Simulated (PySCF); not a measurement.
A TDDFT job was run through a driver script with this input:

```
{"job": {"kind": "uv", "xc": "CAM-B3LYP", "basis": "def2-SVPD", "nstates": 8, "ntriplets": 3}, "charge": 0, "multiplicity": 1}
C     -0.471456     1.602316     0.768193
Si    -0.213018     0.144648    -0.409533
C     -1.148969    -1.435604     0.043673
F     -0.690165     0.606417    -1.897594
C      1.649844    -0.212037    -0.654783
Br     2.454677    -0.796063     1.027691
H     -0.135974     1.370758     1.774601
H      0.073313     2.481087     0.432576
H     -1.522066     1.871480     0.823870
H     -0.847074    -1.817093     1.014438
H     -0.974222    -2.220328    -0.688045
H     -2.218951    -1.252811     0.078251
H      2.209244     0.666868    -0.965700
H      1.834138    -1.010112    -1.369805
```

Output:

```
coarse grid: 54360 points
cycle   1  E = -3082.1351675561  dE = -7.616e-01  |g| = 5.909e-01  |ddm| = 4.839e+00
cycle   2  E = -3082.1215471350  dE =  1.362e-02  |g| = 7.116e-01  |ddm| = 1.398e+00
cycle   3  E = -3082.2050055115  dE = -8.346e-02  |g| = 7.725e-02  |ddm| = 6.119e-01
cycle   4  E = -3082.2060587470  dE = -1.053e-03  |g| = 2.383e-02  |ddm| = 1.234e-01
cycle   5  E = -3082.2061968073  dE = -1.381e-04  |g| = 5.332e-03  |ddm| = 3.591e-02
cycle   6  E = -3082.2062035989  dE = -6.792e-06  |g| = 1.225e-03  |ddm| = 1.020e-02
final grid: 113208 points
cycle   7  E = -3082.2062480223  dE = -6.422e-08  |g| = 1.365e-03  |ddm| = 5.092e-03
cycle   8  E = -3082.2062478615  dE =  1.608e-07  |g| = 1.576e-03  |ddm| = 3.256e-03
cycle   9  E = -3082.2062484909  dE = -6.295e-07  |g| = 6.174e-05  |ddm| = 1.739e-03
cycle  10  E = -3082.2062484921  dE = -1.211e-09  |g| = 1.916e-05  |ddm| = 1.309e-04
cycle  11  E = -3082.2062484923  dE = -1.628e-10  |g| = 1.202e-05  |ddm| = 5.503e-05
converged SCF energy = -3082.2062484923

Static polarisability (au): isotropic 81.756, principal 75.866 79.396 90.005

Singlet excitations
state   eV       nm        f      main configurations
  1   5.8392    212.3   0.00770   H->L 0.90
  2   6.0823    203.8   0.00238   H-1->L 0.90
  3   7.2864    170.2   0.02492   H->L+1 0.72, H->L+2 0.21
  4   7.5518    164.2   0.03801   H-1->L+1 0.70, H-1->L+2 0.23
  5   7.9979    155.0   0.02658   H->L+2 0.43, H-3->L 0.27, H->L+4 0.11
  6   8.0987    153.1   0.00242   H-2->L 0.84
  7   8.2375    150.5   0.02374   H-3->L 0.56, H->L+2 0.20
  8   8.2824    149.7   0.00012   H->L+3 0.76, H->L+6 0.16

Triplet excitations (Tamm-Dancoff, eV): 5.1996 5.4351 7.0887
```

Theory: TDDFT CAM-B3LYP/def2-SVPD, vertical, gas phase, core orbitals frozen in the response in PySCF. One conformer (not necessarily the lowest) at the GFN2-xTB geometry, without solvent, vibrations or thermal averaging. The CAM-B3LYP/def2-SVPD calculation is non-relativistic and has no spin–orbit coupling, an omission that weighs most on bromine.

**Question.** How many basis functions and electrons does this run hold?

**Answer.** 212 basis functions for 84 electrons in 42 doubly occupied orbitals.

**Question.** Give the mean polarisability in Å³.

**Answer.** 81.76 au × 0.148185 = 12.12 Å³.

**Question.** Which orbital energies lie behind H and L?

**Answer.** HOMO -9.15 eV and LUMO 0.48 eV, a gap of 9.63 eV; state 1 differs from that by -3.79 eV.

**Question.** What is the gap between the lowest singlet and the lowest triplet?

**Answer.** 5.8392 − 5.1996 = 0.6396 eV (full response against Tamm–Dancoff).

**Question.** How much of the mean polarisability do the listed states account for?

**Answer.** The sum over states Σ f/ΔE² (ΔE in hartree) gives 1.65 au, 2% of the total; the rest comes from higher roots of the same response equations.

**Question.** Write the structure that the coordinates describe.

**Answer.** `C[Si](C)(F)CBr` (C3H8BrFSi), point group Cs.

The SCF starts on a coarse grid; the energy jumps when the final grid takes over, and dE counts afresh there. H and L stand for HOMO and LUMO.

Shape of the structure used: `[CH3:1][Si:2]([CH3:3])([F:4])[CH2:5][Br:6]`: C1–Si2–C5–Br6 65°.
